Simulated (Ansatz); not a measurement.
C₂H₆Al (SMILES [CH3][Al][CH3]), doublet (typed; the unrestricted solution is spin-contaminated), at a GFN2-xTB geometry (such geometries of metal compounds can be far from the true shape) (the spin is typed, not shown lowest), with bond 5-2 at 3.0 times its length; HF/6-31G run with Ansatz (a quantum-chemistry and plane-wave program).

Input for Ansatz:
Ansatz 0.2 input:
```yaml
crystal:
  periodic: [false, false, false]
  atoms:
    - {symbol: Al, position_ang: [0.35199768, -0.19927276, 0.39218526]}
    - {symbol: C, position_ang: [1.16273168, 0.29965867, -1.38755194]}
    - {symbol: H, position_ang: [2.22627517, 0.03493887, -1.43926309]}
    - {symbol: H, position_ang: [1.09774163, 1.37516455, -1.59155831]}
    - {symbol: H, position_ang: [-0.30755260, -1.21759079, -3.90903292]}
    - {symbol: C, position_ang: [-1.59435430, -0.05530867, 0.90665097]}
    - {symbol: H, position_ang: [-2.23287698, -0.73254228, 0.32682456]}
    - {symbol: H, position_ang: [-1.99441749, 0.95437693, 0.75535734]}
    - {symbol: H, position_ang: [-1.75559339, -0.30140102, 1.96368260]}
basis:
  gaussian:
    orbitals: 6-31G
hamiltonian:
  xc: hf
magnetization: {spin_polarized: true, initial_magnetization: 1}
```

Task: Write the output that Ansatz gives for this input, abridged.

Result: 
```
Functional definition: HF
585 factors; integrals over basis functions are off by at most 2.4e-4 eV
mean field evaluation 1: about -8727.7268 eV, gradient 2.1e1 eV
mean field evaluation 2: about -8727.7257 eV, gradient 2.1e1 eV
mean field evaluation 4: about -8731.5148 eV, gradient 2.9e0 eV
mean field evaluation 8: about -8731.6952 eV, gradient 6.1e-1 eV
mean field evaluation 16: about -8732.8336 eV, gradient 1.6e-5 eV
mean field evaluation 32: about -8732.2125 eV, gradient 7.2e0 eV
mean field evaluation 64: about -8732.6765 eV, gradient 1.5e0 eV
mean field -8732.86671408 eV, -320.9269323927 hartree, gradient 6.5e-5 eV, S^2 1.641323; 4 other end points of the search recorded, 0 dependent functions left out
reference -8732.86671408 eV, -320.9269323927 hartree; 16, 15 occupied and 27, 28 virtual orbitals, 585 factors
Total energy: -8732.86671408 eV, -320.9269323927 hartree
```
